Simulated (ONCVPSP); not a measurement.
## molybdenum (Mo): one change to an ONCV potential, before and after

Mo, optimised norm-conserving Vanderbilt (ONCV), made with ONCVPSP 4.0.1 (PBEsol, scalar-relativistic). Core [Kr], reference 4d5 5s1. Waves: 5s: rc 2.65 bohr, ncon 4, nbas 8, qcut 2.4 1/bohr, 2 projectors, debl 3 Ha; p scattering state at 0.39 Ha: rc 2.65 bohr, ncon 4, nbas 7, qcut 3 1/bohr, 2 projectors, debl 1.1 Ha; 4d: rc 1.75 bohr, ncon 4, nbas 7, qcut 5.2 1/bohr, 2 projectors, debl 1.7 Ha; f scattering state at 0.16 Ha: rc 2.80 bohr, ncon 4, nbas 7, qcut 3.8 1/bohr, 2 projectors, debl 0.6 Ha. Local part: polynomial inside 1.30 bohr (lpopt 5, dvloc0 0 Ha). Core correction: none.

All-electron outer shells of the reference configuration (PBEsol, scalar-relativistic, ld1.x):

| shell | level (eV) | outermost node (bohr) | outermost maximum (bohr) |
| --- | --- | --- | --- |
| 4p | -38.46 | 0.52 | 1.06 |
| 5s | -4.12 | 1.34 | 2.93 |
| 4d | -3.77 | 0.53 | 1.38 |

Change: all radii scaled by about 1.30 (s 3.44, p 3.44, d 2.26, f 3.62 bohr); local potential polynomial inside 1.68 bohr (lpopt 5, dvloc0 0 Ha). In the p channel the program set the typed energies aside and used 0.050, 1.150 Ha.

Cutoffs: the cutoffs (Ha) at which the residual kinetic energy of the hardest occupied pseudo-wave falls to 1 and 0.1 mHa per electron; they do not see the model core or the augmentation charge, which bear on the density cutoff. Errors are all-electron minus pseudo energies relative to the spin-unpolarised reference configuration.

How do hardness, ghosts and transferability respond?

The potential gets softer (31 Ha and 54 Ha → 13 Ha and 29 Ha); the bound ghost in s disappears; the lowest positive-energy flag moves from p at 7.3 eV to p at 28.9 eV; of the 4 tests that both files solve, the error grows in 1 and shrinks in 3 by more than 15 % and 0.3 meV (median size 19.8 → 2.2 meV). A larger radius leaves more room for a smooth pseudo-wave, so fewer plane waves are needed.

| quantity | base | changed |
| --- | --- | --- |
| cutoff, loose | 31 Ha | 13 Ha |
| cutoff, tight | 54 Ha | 29 Ha |
| loose cutoff by channel | s 2.6 Ha, d 31 Ha | s 2.2 Ha, d 13 Ha |
| bound ghosts | s | none |
| GHOST(+) flags under 300 eV | p at 7.3 eV, s at 113.1 eV | p at 28.9 eV, s at 29.5 eV |
| error for 4d5 5s0, meV [ΔE 6.90 eV] | -2.7 | +1.1 |
| error for 4d4 5s0, meV [ΔE 22.36 eV] | +24 | +3.2 |
| error for 4d3 5s0, meV [ΔE 49.09 eV] | -16 | -26 |
| error for 4d5 5s0 5p1, meV [ΔE 3.19 eV] | +43 | -1.0 |

 A true bound ghost makes a file unfit for plane-wave use even where its test errors are small: the radial tests pick states by their node count and pass the ghost by.
